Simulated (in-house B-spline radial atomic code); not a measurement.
RPA and G0W0 on wB97X: the iridium ion Ir⁴⁺

Configuration [Xe] 4f14 5d5, highest spin, mean-field start wB97X. Computed with an all-electron radial atomic-structure program (B-spline basis): all electrons, scalar-relativistic (spin-free one-electron X2C), finite nucleus, each spin shell either full or empty, empty states to l = 9 with an (l + 1/2)⁻⁴ tail; G0W0 by contour deformation at full frequency.

Without the two-electron picture change, the correlation of inner shells comes somewhat too large for so heavy an element.

Command:
```bash
python run_gw.py task.json out
```
Settings (radii: box in bohr, nucleus in fm):
```
Z                        77
electrons                73
configuration            [Xe] 4f14 5d5
hamiltonian              x2c
method                   wb97x
lmax                     9
rms_radius               5.4032
spin_polarised           True
box_radius               11.96
intervals                67
```

Time taken, with all properties: 16 s on 1 thread of Arm Neoverse N1, with other jobs on the host.

Energies (hartree):

```json
{"term": "mean-field total", "value": "-17827.08447"}
{"term": "Hartree-Fock functional on these orbitals", "value": "-17820.77534"}
{"term": "direct second order", "value": "-7.35"}
{"term": "second-order exchange", "value": "1.8397"}
{"term": "SOSEX correction", "value": "1.7373"}
```

What is the RPA correlation energy, and what remains with SOSEX?

RPA gives -6.4704 hartree (-2.41 eV per electron); RPA + SOSEX gives -4.7331, and the second-order doubles -5.5103 hartree (no singles). RPA lacks exchange-type terms and so overcorrelates at short range.

Quasi-particle levels (eV):

| level | occupied | mean field | Σx - vxc | Σc | QP weight | G0W0 |
| --- | --- | --- | --- | --- | --- | --- |
| 5d up | yes | -56.28 | -3.02 | ? | ? | ? |
| 5p down | yes | -103.60 | -4.08 | -0.20 | 0.952 | -107.88 |
| 4f down | yes | -115.65 | -14.24 | 6.39 | 0.914 | -123.50 |
| 5d down | no | -43.02 | 4.66 | -3.06 | 0.966 | -41.42 |

G0W0 = mean field + (Σx - vxc) + Σc, with Σc (partial-wave tail included) taken at the quasi-particle energy. Only the outer levels were computed. Levels of low weight are left out.

Where does G0W0 put 5d up?

At -59.72 eV, with Σc = -0.42 eV and a quasi-particle weight of 0.965. The tabulated removal energy is 57 ± 1.9 eV (NIST, tabulated theory); the calculation leaves out spin-orbit coupling, Breit and QED terms, and what these don't explain is the method's own error.
